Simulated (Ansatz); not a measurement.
All numbers were calculated with Ansatz.

A structure relaxed at PBE0-D4/def2-TZVP, charge 0, multiplicity 1:

Cartesian coordinates in Å:
```
B 1.182 0.166 1.872
In -0.054 0.775 0.113
C -0.777 -0.664 -1.373
F -1.527 -0.048 -2.368
H 0.685 -0.148 2.916
H 2.378 0.128 1.823
H -0.541 2.398 -0.228
H -1.405 -1.427 -0.901
H 0.061 -1.180 -1.853
```

(1) Give its formula and SMILES.

(2) Point group (tolerance 0.08 Å, 0.16 Å for H)?

(3) Summarise the bond lengths by kind.

Results:

(1) CH5BFIn, `[BH2][InH][CH2]F`.

(2) Cs.

(3) 1 × B–In 2.235 Å; 2 × B–H 1.198 Å; 1 × C–In 2.191 Å; 1 × H–In 1.729 Å; 1 × C–F 1.390 Å; 2 × C–H 1.095 Å.
